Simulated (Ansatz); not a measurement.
The cluster Si₄⁺ was relaxed with r2SCAN-D4 (def2-TZVP) in Ansatz in these states: charge +1 doublet, charge +1 quartet. The geometries follow in no particular order.

A:

| atom | x (Å) | y (Å) | z (Å) |
| --- | --- | --- | --- |
| Si1 | 0.522 | -0.944 | 0.762 |
| Si2 | -0.733 | 0.812 | 1.509 |
| Si3 | -0.521 | 0.945 | -0.762 |
| Si4 | 0.733 | -0.813 | -1.509 |

B:

| atom | x (Å) | y (Å) | z (Å) |
| --- | --- | --- | --- |
| Si1 | -0.913 | -0.062 | -0.735 |
| Si2 | -0.877 | -1.308 | 1.201 |
| Si3 | 0.913 | 0.062 | 0.734 |
| Si4 | 0.877 | 1.309 | -1.200 |

**Question.** Judge from the bond lengths which geometry belongs to which state (an estimate).

**Answer.** A is the charge +1 doublet (Si1–Si3 2.642 Å, Si1–Si4 2.284 Å, Si1–Si2 2.284 Å); B is the charge +1 quartet (Si1–Si3 2.346 Å, Si1–Si4 2.302 Å, Si1–Si2 2.302 Å).

At PBE0-D4/def2-TZVP a doublet lies 1.29 eV below the charge +1 quartet. These are the stationary points nearest to one start from a short search; other shapes may lie lower in each state.
